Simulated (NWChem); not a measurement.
# CH$_{5}$ClOSi; SMILES CO[SiH2]Cl

```xyz
9

Si     0.8786    -0.0783     0.0443
Cl    -0.4937    -1.6281    -0.0420
O      0.1884     1.3292    -0.4625
C     -0.9115     1.9657     0.1348
H      1.9918    -0.3649    -0.8887
H      1.3230     0.0161     1.4634
H     -0.7096     2.2332     1.1879
H     -1.1229     2.8916    -0.4198
H     -1.8127     1.3291     0.1051
```
Atoms are numbered in this order, from 1.

Computed with NWChem. Coordinates come from a PBE0/def2-SVP optimisation. Level: PBE0/def2-SVP with SMD (1 M gas to 1 M solution), gas-phase geometry. Reactions with the solvent are ignored.

### Question
What does the run give for solvent water? Quantities: solvation free energy (kcal/mol); cavity-dispersion-structure term (kcal/mol); dipole in solution (D).

### Answer
```
Property                                     Value
-------------------------------------------  -----
solvation free energy (kcal/mol)               0.0
cavity-dispersion-structure term (kcal/mol)    3.1
dipole in solution (D)                        1.86
```
